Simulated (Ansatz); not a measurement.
# Worked example: In(CH3)2(OH) + CH6O3Si → In(CH3)(OH)2 + C2H8O2Si

Gas-phase species: In(CH3)2(OH), singlet; CH6O3Si `CO[SiH](O)O`, singlet; In(CH3)(OH)2, singlet; C2H8O2Si `CO[SiH](C)O`, singlet. The partners trade CH3 for OH: In–CH3 and Si–OH bonds give way to In–OH and Si–CH3.

Shapes, held fixed at every level: PBE0-D4/def2-TZVP. Flexible molecules stand in one conformer, not always the lowest. Programs: Ansatz 0.2.0. Electronic energies: no zero-point or thermal term.

At CCSD(T)/def2-TZVPP; 1 Eh = 2625.50 kJ/mol:

```
     species  energy (Eh)
In(CH3)2(OH)  -344.913313
     CH6O3Si  -556.244964
In(CH3)(OH)2  -380.832467
    C2H8O2Si  -520.300335
```

Work out ΔE of the reaction at this level.


1. Products less reactants: (-380.832467) + (-520.300335) − [(-344.913313) + (-556.244964)] = 0.025475 Eh = +66.9 kJ/mol.

Other levels give +54.3 (PBE-D4/def2-TZVPP) to +68.8 kJ/mol (CCSD/def2-TZVPP). No measured value is set beside it here. For atoms past krypton def2 sets carry core potentials with scalar relativity. Outer-core shells of In are correlated, in sets that cover them unevenly.
